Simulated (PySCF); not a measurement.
Worked example: oscillator strength and radiative lifetime

imidazole (C3H4N2), SMILES [nH]1ccnc1.

Geometry optimised at PBE0-D3(BJ)/def2-SVP.

TDDFT-B3LYP/def2-SVPD run with PySCF puts the first singlet state with f over 0.02 at 6.52 eV (vertical), with the transition dipole (-0.700, -0.625, 0.000) in atomic units.

Problem. Find the oscillator strength, the wavelength and the radiative lifetime that this transition would have in vacuum if emission retraced absorption.

Solution. 
|μ|² = 0.8806 au, so |μ| = 2.39 D. ΔE = 6.52/27.211 = 0.2396 hartree. f = (2/3) ΔE |μ|² = 0.141 (the program prints 0.141).
λ = 1239.84/6.52 = 190 nm; ν = 52587 cm⁻¹.
Einstein's coefficient A = 0.6670 ν² f s⁻¹ (ν in cm⁻¹) = 2.6e8 s⁻¹, so τ = 1/A = 3.9 ns. This state is S3; the lower singlets have f = 0.000, 0.002. The figure is the radiative limit of this one transition; relaxation, internal conversion, crossing to triplets and a medium change what is measured.
